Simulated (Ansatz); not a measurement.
Ge₉H₁₆⁺, a cluster cut from cubic germanium. The state is a doublet with charge 1. Geometry r2SCAN-D4/def2-SVP, that of the neutral singlet; atoms count from 1.

```tsv
atom	x (Å)	y (Å)	z (Å)
Ge1	-2.481	-1.384	-0.298
Ge2	1.031	-1.380	-2.278
Ge3	-0.739	2.030	-1.305
Ge4	-0.896	1.003	2.520
Ge5	2.616	1.009	0.541
Ge6	-1.110	-0.277	-1.967
Ge7	-1.529	-1.263	1.930
Ge8	2.449	-1.255	-0.314
Ge9	0.453	2.077	0.811
H10	-2.701	-2.859	-0.691
H11	-3.861	-0.696	-0.274
H12	0.811	-2.855	-2.668
H13	1.762	-0.691	-3.448
H14	-2.090	2.759	-1.163
H15	0.082	2.761	-2.387
H16	-2.182	1.832	2.711
H17	-0.139	1.000	3.863
H18	3.445	1.844	-0.456
H19	3.371	1.004	1.885
H20	-1.869	-0.307	-3.314
H21	-2.566	-1.778	2.950
H22	-0.297	-2.181	2.015
H23	3.860	-1.760	-0.679
H24	1.893	-2.180	0.783
H25	0.688	3.546	1.232
```

Single mean-field runs in def2-TZVP are fitted with def2-universal-jkfit.

(1) Estimate the Mulliken populations from the PBE0/def2-TZVP orbitals of Ansatz.

(2) Where does the spin sit?

(3) And the Mayer bond orders between heavy atoms (over 0.3)?

Results:

(1) 
```
atom  charge (e)  spin (α − β)
 Ge1        0.00          0.06
 Ge2        0.00          0.06
 Ge3        0.04          0.11
 Ge4        0.00          0.06
 Ge5        0.00          0.06
 Ge6       -0.16          0.16
 Ge7       -0.09          0.04
 Ge8       -0.09          0.04
 Ge9       -0.16          0.16
 H10        0.09          0.01
 H11        0.08          0.00
 H12        0.10          0.04
 H13        0.09          0.01
 H14        0.09          0.01
 H15        0.09          0.01
 H16        0.09          0.01
 H17        0.10          0.04
 H18        0.08          0.00
 H19        0.09          0.01
 H20        0.11          0.03
 H21        0.10          0.03
 H22        0.07          0.00
 H23        0.10          0.03
 H24        0.07          0.00
 H25        0.11          0.03
```
Mulliken values depend strongly on the basis.

(2) Summed by element: Ge 0.75, H 0.25, of 1 unpaired in all. Largest on single atoms: Ge6 0.16, Ge9 0.16, Ge3 0.11.

(3) Ge1–Ge6 0.83 (2.43 Å); Ge1–Ge7 0.79 (2.43 Å); Ge2–Ge6 0.77 (2.43 Å); Ge2–Ge8 0.87 (2.43 Å); Ge3–Ge6 0.78 (2.43 Å); Ge3–Ge9 0.78 (2.43 Å); Ge4–Ge7 0.87 (2.43 Å); Ge4–Ge9 0.77 (2.43 Å); Ge5–Ge8 0.79 (2.43 Å); Ge5–Ge9 0.83 (2.43 Å).
